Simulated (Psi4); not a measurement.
C$_{2}$H$_{6}$OS, charge +1, doublet, geometry from GFN2-xTB (a state made from the parent by changing its charge; the spin is typed, not shown lowest); MP2/aug-cc-pVDZ (Psi4).

Here is a job for Psi4.
```
memory 2 GB

molecule {
1 2
  C    -1.30956027    0.64165426   -0.78188424
  S     0.00505826   -0.41669803   -0.07959067
  C     1.54492139    0.56256668   -0.18640788
  O    -0.28988667   -0.66512662    1.30126565
  H    -2.25756047    0.11057683   -0.72631947
  H    -1.06745328    0.86084288   -1.81688002
  H    -1.37449429    1.55165765   -0.18678638
  H     1.41487689    1.47437405    0.39510721
  H     2.36213553   -0.01741859    0.23740007
  H     1.74849007    0.78282306   -1.22944318
}

set basis aug-cc-pvdz
set reference uhf

energy('mp2')
print_variables()
```

Write the output that Psi4 gives for this input, abridged.


```
    SCF Algorithm Type (re)set to DF.

   => Loading Basis Set <=

    Name: AUG-CC-PVDZ
    Role: ORBITAL
    Keyword: BASIS

         ---------------------------------------------------------
                                   SCF
               by Justin Turney, Rob Parrish, Andy Simmonett
                          and Daniel G. A. Smith
                              UHF Reference
         ---------------------------------------------------------

  ==> Geometry <==

    Molecular point group: c1
    Full point group: C1

    Geometry (in Angstrom), charge = 1, multiplicity = 2:

       Center              X                  Y                   Z               Mass
    ------------   -----------------  -----------------  -----------------  -----------------
         C           -1.299072423775     0.702035342573    -0.824139433015    12.000000000000
         S            0.015546106225    -0.356316947427    -0.121845863015    31.972071174400
         C            1.555409236225     0.622947762573    -0.228663073015    12.000000000000
         O           -0.279398823775    -0.604745537427     1.259010456985    15.994914619570
         H           -2.247072623775     0.170957912573    -0.768574663015     1.007825032230
         H           -1.056965433775     0.921223962573    -1.859135213015     1.007825032230
         H           -1.364006443775     1.612038732573    -0.229041573015     1.007825032230
         H            1.425364736225     1.534755132573     0.352852016985     1.007825032230
         H            2.372623376225     0.042962492573     0.195144876985     1.007825032230
         H            1.758977916225     0.843204142573    -1.271698373015     1.007825032230

  Running in c1 symmetry.

  Rotational constants: A =      0.25341  B =      0.20934  C =      0.13263 [cm^-1]
  Rotational constants: A =   7596.90064  B =   6275.80993  C =   3976.27536 [MHz]
  Nuclear repulsion =  184.103286145556069

  Charge       = 1
  Multiplicity = 2
  Electrons    = 41
  Nalpha       = 21
  Nbeta        = 20

  ==> Algorithm <==

  SCF Algorithm Type is DF.
  DIIS enabled.
  MOM disabled.
  Fractional occupation disabled.
  Guess Type is SAD.
  Energy threshold   = 1.00e-08
  Density threshold  = 1.00e-08
  Integral threshold = 1.00e-12

  ==> Primary Basis <==

  Basis Set: AUG-CC-PVDZ
    Blend: AUG-CC-PVDZ
    Number of shells: 68
    Number of basis functions: 150
    Number of Cartesian functions: 158
    Spherical Harmonics?: true
[...]
  @DF-UHF Final Energy:  -551.29614283821832
    Total Energy =                       -551.2961428382183158
[...]
 Magnitude           :                                                    1.3739187

 ------------------------------------------------------------------------------------

  //>>>>>>>>>>>>>>>>>>>>>>>>>>>>>>>>>>>//
  //               DFMP2               //
  //<<<<<<<<<<<<<<<<<<<<<<<<<<<<<<<<<<<//

   => Loading Basis Set <=

    Name: (AUG-CC-PVDZ AUX)
    Role: RIFIT
    Keyword: DF_BASIS_MP2

	 --------------------------------------------------------
	                          DF-MP2
	      2nd-Order Density-Fitted Moller-Plesset Theory

	        Rob Parrish, Justin Turney, Andy Simmonett,
	           Ed Hohenstein, and C. David Sherrill
	 --------------------------------------------------------

	 --------------------------------------------------------
	                 NBF =   150, NAUX =   446
	 --------------------------------------------------------
	   CLASS    FOCC     OCC    AOCC    AVIR     VIR    FVIR
	   ALPHA       0      21      21     129     129       0
	    BETA       0      20      20     130     130       0
	 --------------------------------------------------------

	-----------------------------------------------------------
	 ==================> DF-MP2 Energies <====================
	-----------------------------------------------------------
	 Reference Energy          =    -551.2961428382183158 [Eh]
	 Singles Energy            =      -0.0000000000000000 [Eh]
	 Same-Spin Energy          =      -0.1526905998012144 [Eh]
	 Opposite-Spin Energy      =      -0.4664039730086684 [Eh]
	 Correlation Energy        =      -0.6190945728098829 [Eh]
	 Total Energy              =    -551.9152374110282153 [Eh]
	-----------------------------------------------------------
	 ================> DF-SCS-MP2 Energies <==================
	-----------------------------------------------------------
	 SCS Same-Spin Scale       =       0.3333333333333333 [-]
	 SCS Opposite-Spin Scale   =       1.2000000000000000 [-]
	 SCS Same-Spin Energy      =      -0.0508968666004048 [Eh]
	 SCS Opposite-Spin Energy  =      -0.5596847676104021 [Eh]
	 SCS Correlation Energy    =      -0.6105816342108069 [Eh]
	 SCS Total Energy          =    -551.9067244724291186 [Eh]
	-----------------------------------------------------------

  Variable Map:
  ----------------------------------------------------------------------------
[...]
  Array Variable Map:
  ----------------------------------------------------------------------------
[...]
[...]
```
